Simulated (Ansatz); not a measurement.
# What each rung costs, and what it gives

The pair of CH$_{2}$O (SMILES C=O, atoms 1–4) and H$_{2}$Te (SMILES [TeH2], atoms 5–7), both closed shells, in one local arrangement (a lower one may exist), relaxed at PBE0-D4/def2-TZVP:

```
7
angstrom
C 0.0150 -0.0154 -1.5655
O -0.2183 1.0915 -1.1723
H 0.0476 -0.8833 -0.8776
H 0.2084 -0.2228 -2.6361
Te -0.6035 -0.3932 2.3959
H -0.4743 0.7231 1.1754
H 1.0251 -0.3001 2.6802
```

Interaction energies are counterpoise-corrected; the time is that of the whole pair.

Computed with Ansatz 0.2.0 (basis: as named in each row); correlated methods freeze the cores. Filled d shells of the heavier atoms are correlated. Core potentials replace the inner electrons of the atoms past krypton. The def2 sets are not built for correlating such inner shells, so the correlated values are less sure here. B3LYP uses VWN-RPA correlation. Extrapolation: Hartree–Fock as exp(−7.88 √X), correlation as X^−2.97.

Times are rough, for one single point on 4 threads of a shared host (Arm Neoverse V1).

The estimate by CCSD(T) at an estimated basis limit (MP2 extrapolated from triple and quadruple zeta, plus CCSD(T) − MP2 in triple zeta) is -0.092 eV.

```
   method        basis  time (s)  interaction energy (eV)  method less estimate
    SPW92     def2-SVP   under 1                   -0.190                -0.098
   PBE-D4     def2-SVP   under 1                   -0.119                -0.027
  PBE0-D4     def2-SVP   under 1                   -0.110                -0.018
   PBE-D4  def2-TZVPPD         2                   -0.114                -0.022
revPBE-D4  def2-TZVPPD         2                   -0.093                -0.001
  BLYP-D4  def2-TZVPPD         2                   -0.090                 0.001
  CCSD(T)     def2-SVP         2                   -0.023                 0.069
  PBE0-D4  def2-TZVPPD         2                   -0.105                -0.013
 B3LYP-D4  def2-TZVPPD         2                   -0.094                -0.002
 HSE06-D4  def2-TZVPPD         2                   -0.105                -0.013
  wB97M-V     def2-SVP         3                   -0.089                 0.003
r2SCAN-D4  def2-TZVPPD         3                   -0.092                 0.000
   B2PLYP  def2-TZVPPD         4                   -0.051                 0.040
  wB97X-V  def2-TZVPPD         5                   -0.087                 0.005
   B97M-V  def2-TZVPPD         6                   -0.083                 0.009
  wB97M-V  def2-TZVPPD         6                   -0.088                 0.004
      MP2  def2-QZVPPD        10                   -0.097                -0.005
  CCSD(T)  def2-TZVPPD        75                   -0.073                 0.019
```

No T1 diagnostic of these runs exceeds 0.017.
